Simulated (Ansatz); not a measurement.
(ClBe-mu-H)2 (Be2H2Cl2). Charge 0, multiplicity 1. Geometry PBE-D4/def2-TZVP, basis def2-TZVP, Ansatz.

```json
{"run": "A", "HOMO (eV)": "-8.40", "LUMO (eV)": "-2.85"}
{"run": "B", "HOMO (eV)": "-8.54", "LUMO (eV)": "-2.63"}
{"run": "C", "HOMO (eV)": "-11.17", "LUMO (eV)": "-0.45"}
{"run": "D", "HOMO (eV)": "-7.88", "LUMO (eV)": "-3.08"}
{"run": "E", "HOMO (eV)": "-7.80", "LUMO (eV)": "-2.92"}
{"run": "F", "HOMO (eV)": "-8.80", "LUMO (eV)": "-2.48"}
```

B3LYP takes the VWN-RPA correlation. HSE06 is defined as in plane-wave codes, on full-range PBE exchange.

Question: The runs used B3LYP, B97M-V, HSE06, PBE0, r2SCAN, ωB97X-V. Estimate which is which.

Answer: A HSE06 (range-separated); B B3LYP (20 % exact exchange); C ωB97X-V (range-separated); D B97M-V (0 % exact exchange); E r2SCAN (0 % exact exchange); F PBE0 (25 % exact exchange). Exact exchange lowers occupied and raises empty levels; among semilocal functionals meta-GGAs tend to open the gap a little, and such runs are hard to tell apart. The gap grows from 4.81 eV (B97M-V) to 10.72 eV (ωB97X-V).
